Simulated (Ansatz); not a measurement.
`C[Se]C#N` + arsine → `C[Se][AsH2]` + `C#N` at 700 K and 1 bar (ligand exchange at the Se–C bond).

Program: Ansatz. Geometries: PBE0-D4/def2-TZVP. ΔE: electronic, gas phase. CCSD(T)/CBS is the MP2 limit (def2-TZVPP, def2-QZVPP) plus CCSD(T) − MP2 in def2-TZVPP, frozen cores. This one scheme is used for every species. For As, Se outer-core shells are correlated without core-valence functions, which leaves a few kJ/mol of doubt a bond. Scalar relativity is left out up to krypton.

```tsv
species	CCSD(T)/CBS energy (Eh)	H − E (kJ/mol)	S (J/(mol·K))
`C[Se]C#N`	-2533.28551	174.4	391.0
`[AsH3]`	-2236.79077	87.1	262.7
`C[Se][AsH2]`	-4676.77761	201.4	426.5
`C#N`	-93.32098	68.7	235.2
```

H − E and S are ideal-gas, rigid-rotor, harmonic terms from PBE0-D4/def2-TZVP. 1 Eh = 2625.50 kJ/mol, R = 8.31446 J/(mol·K).

**Question.** By hand: ΔE, ΔH, ΔS and ΔG.

**Answer.** ΔE = (-4676.77761) + (-93.32098) − (-2533.28551) − (-2236.79077) = -0.02231 Eh = -58.6 kJ/mol. Δ(H − E) = 201.4 + 68.7 − 174.4 − 87.1 = 8.6, so ΔH = -50.0 kJ/mol. ΔS = 426.5 + 235.2 − 391.0 − 262.7 = 8.0 J/(mol·K). ΔG = -50.0 − 700 × (8.0)/1000 = -55.6 kJ/mol.

**Question.** By hand: the equilibrium constant, and the temperature at which ΔG would vanish if ΔH and ΔS stayed fixed.

**Answer.** log₁₀ K = −ΔG/(RT ln 10) = 4.1. ΔH and −TΔS have one sign here, so there is no such temperature.

The number of gas molecules stays the same, so ΔS is small and ΔH decides. A doubt of 5 kJ/mol in ΔE shifts log₁₀ K by 0.4 here. These are equilibria of isolated gas molecules and say nothing of rates. Largest T1 diagnostic: 0.014 (customary marks: 0.02 for closed shells, 0.045 for open ones).
